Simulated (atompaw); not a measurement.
# u(r) = r·R(r): atom against pseudo-atom (Ag)

Columns: radius, all-electron u(r) and pseudo u(r) of the 4d shell (level -7.66 eV) of silver in the configuration [Kr] 4d10 5s1 5p0; LDA (PW92), scalar-relativistic, PAW (atompaw) scheme, atompaw 4.2.0.5.

```csv
r (bohr),all-electron,pseudo
0.106,-0.2363,0.0004
0.212,-0.4498,0.0032
0.317,-0.3228,0.0104
0.423,-0.0234,0.0239
0.529,0.2910,0.0449
0.635,0.5470,0.0736
0.740,0.7238,0.1095
0.846,0.8307,0.1521
0.952,0.8811,0.1996
1.058,0.8909,0.2497
1.163,0.8740,0.2994
1.269,0.8401,0.3470
1.375,0.7964,0.3898
1.481,0.7478,0.4254
1.587,0.6975,0.4522
1.692,0.6481,0.4691
1.798,0.5997,0.4762
1.904,0.5536,0.4735
2.010,0.5102,0.4621
2.115,0.4701,0.4438
2.221,0.4324,0.4199
2.327,0.3976,0.3927
2.433,0.3654,0.3640
2.538,0.3360,0.3358
2.644,0.3088,0.3088
2.750,0.2837,0.2837
```

(1) How many radial nodes do the two functions have?

(2) Is the pseudo-wave norm-conserving?

## Answers

(1) The all-electron 4d function has n − l − 1 = 1; the pseudo-wave has 0, since the states of the same l below it are removed with the core.

(2) No, it belongs to a PAW set: the norm inside the radius is not constrained, and the difference is carried by the augmentation charge.
